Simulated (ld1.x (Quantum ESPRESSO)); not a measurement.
Values are calculated unless marked as measured or tabulated.
## Hardness and transferability of assorted potentials

Generated with ld1.x 7.5 (TM, RRKJ, ultrasoft, PAW), atompaw 4.2 or ONCVPSP 4.0.1. The cutoff is in Ry: for ld1.x and atompaw files where the sum of valence levels is converged to 10 mRy in a Bessel basis, for ONCV files where the hardest occupied wave has 1 mHa per electron of residual kinetic energy. The error is the largest all-electron minus pseudo excitation energy over each file’s own four to seven test configurations (ionisations up to +4, promotions, holes and added fractions of an electron), all of which were solved. The labels leave out finer settings (local radius, basis sizes, second energies), which also bear on the numbers. Spin-polarised tests are not counted. The rows are a selection from randomly drawn settings: files with unsolved tests, undetermined cutoffs or missed reference levels are left out.

A true bound ghost makes a file unfit for plane-wave use even where its test errors are small: the radial tests pick states by their node count and pass the ghost by.

```csv
element,potential,cutoff (Ry),largest error (meV),bound ghosts
Li,"RRKJ, PBEsol, scalar-relativistic, rc 2.65/4.15/4.40 (spd), local d, core correction no, reference 2s0.5 2p0",6,+3.6,none
Si,"TM, PBE, scalar-relativistic, rc 1.45/1.90 (sp), local s, core correction yes, reference 3s1.5 3p2.5",25,+53,none
S,"TM, PBE, scalar-relativistic, rc 1.02/1.06/0.88 (spd), local d, core correction no, reference 3s2 3p4",110,+43,s
Mn,"TM semilocal, PW91, scalar-relativistic, rc 2.25/2.80/1.95/2.90 (spdf), local p, core correction yes, reference 3d5 4s1 4p1",70,-864,none
As,"ultrasoft, BLYP, scalar-relativistic, rc 1.75/2.05/1.90 (spd), local smoothed, core correction yes, reference 4s1.5 4p3.5",12,-29,none
```

(1) Fill in the row for Ga: TM, PBE, scalar-relativistic, rc 1.90/1.70/1.95 (spd), local p, core correction no, reference 4s1 4p0.

(2) Fill in the row for Re: TM, revPBE, non-relativistic, rc 2.82/3.56/3.06 (spd), local s, core correction no, reference 5d5 6s0.5 6p0.

(3) Fill in the row for Co: TM, BLYP, scalar-relativistic, rc 2.30/3.20/1.15 (spd), local smoothed, core correction no, reference 3d7 4s2 4p0.

Answers

(1) cutoff 12 Ry, largest error +324 meV, bound ghosts: s, d.

(2) cutoff 25 Ry, largest error -67 meV, bound ghosts: none.

(3) cutoff 180 Ry, largest error -155 meV, bound ghosts: s.
